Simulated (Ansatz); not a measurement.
Input for Ansatz (a quantum-chemistry and plane-wave program): R-PBE0/def2-TZVPP on GaCl, 2S+1 = 1, a spin state set in the input, which need not be the lowest.

Ansatz 0.2 input:
```yaml
crystal:
  periodic: [false, false, false]
  atoms:
    - {symbol: Cl, position_ang: [0.00000000, 0.00000000, 0.00000000]}
    - {symbol: Ga, position_ang: [0.00000000, 0.00000000, 2.12800000]}
basis:
  gaussian:
    orbitals: def2-TZVPP
hamiltonian:
  xc: {name: PBE0}
relax: {f_tol: 0.002, max_steps: 120}
```

Problem. What total energy does the run end on?

Solution. -2384.7275 hartree.

Problem. How many basis functions does it have, and what does it roughly cost on one machine?

Solution. 90 functions; very roughly 6 core-seconds.
